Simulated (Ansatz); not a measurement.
Reaction (ligand exchange at a Ge–C bond): `[NH2][GeH2][CH]=[Se]` + `FCS` → `[NH2][GeH2][S]CF` + `C=[Se]`

Gas-phase electronic energies from Ansatz, PBE0-D4/def2-TZVP geometries. CBS: MP2 limit from def2 TZ/QZ plus the TZ coupled-cluster correction, frozen cores. Functionals use def2-TZVPP. For Ge, Se outer-core shells are correlated without core-valence functions, which leaves a few kJ/mol of doubt a bond. Scalar relativity is left out up to krypton. One conformer a species, not always the lowest.

```csv
level,ΔE (kcal/mol)
ωB97M-V,-14.6
B2PLYP,-14.2
```

(1) What does CCSD(T)/CBS give? (Estimate.)

Largest T1 diagnostic among the species: 0.015.

## Answers

(1) The calculation gave: -14.0 kcal/mol. The listed levels differ from it by -0.6, -0.2 kcal/mol.

In def2-TZVPP, CCSD(T) changes the Hartree–Fock value by +1.1 kcal/mol (the triples alone add −0.1 kcal/mol) and MP2 by +1.0 kcal/mol.

CCSD(T)/CBS has its own doubt, a few kJ/mol and more with outer-core shells, so smaller differences from it don't rank the levels.
